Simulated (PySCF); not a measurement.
## Neon: a sound run and one with changed settings

Sound run: Ne(2+) [He] 2s2 2p4, Ne(3+) [He] 2s2 2p3. All numbers are calculated (PySCF 2.14, scalar relativity by spin-free X2C-1e, in cc-pVTZ-DK (4s3p2d1f, 30 functions)). In the sound run the correlated levels freeze 1s2. The sound run starts from symmetry-adapted Hartree-Fock orbitals and uses a fine grid where one is needed.

Changed run: initial guess minao, at most 50 SCF cycles.

```tsv
species	method	sound run (hartree)	changed run (hartree)	converged
Ne(2+)	UHF	-126.50363	-126.50363	yes
Ne(2+)	r2SCAN	-126.75666	-126.75666	yes
Ne(2+)	CCSD(T)	-126.66275	-126.66275	yes
Ne(3+)	PBE	-124.33595	-124.33595	yes
Ne(3+)	MP2	-124.33293	-124.33293	yes
```

Here the plain start reaches the same solutions.
